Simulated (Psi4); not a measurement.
C2H6N, doublet, at a GFN2-xTB geometry. Base run: PBE0/3-21G (Psi4 1.11).

Psi4 was given this input:
```
memory 2 GB

molecule mol {
0 2
  C     1.188537   -0.424238   -0.004752
  C     0.118637    0.590500   -0.003567
  N    -1.212300   -0.050011    0.007199
  H     1.483450   -0.892957    0.915867
  H     1.456114   -0.917577   -0.921124
  H     0.156730    1.218604   -0.896965
  H     0.167531    1.227693    0.882641
  H    -1.304807   -0.639290    0.829147
  H    -1.315965   -0.643969   -0.810038
}

set basis 3-21g
set reference uks

energy('pbe0')
print_variables()
```

The base run was repeated with changes; each row names its change, and settings that it needs were set with it.

```tsv
change	ΔE vs base (µEh)	SCF cycles	grid points	basis functions
base	0.0	9	192660	39
e_convergence = 1e-4	0.0	9	192660	39
level_shift = 1.0	0.0	9	192660	39
scf_type = pk	74.0	9	192660	39
d_convergence = 1e-10	0.0	15	192660	39
dft_nuclear_scheme = stratmann	-1.3	9	178419	39
e_convergence = 1e-10	0.0	11	192660	39
diis_max_vecs = 3	0.0	12	192660	39
dft_spherical_points = 110	80.0	9	70307	39
dft_radial_scheme = multiexp	-0.1	9	202416	39
dft_pruning_scheme = treutler	1.8	9	105906	39
d_convergence = 1e-4	0.0	8	192660	39
dft_spherical_points = 194	14.4	9	123923	39
```

Open shells are given as the SCF converged; they aren't shown to be the lowest states, and a large step between rows can be another state.
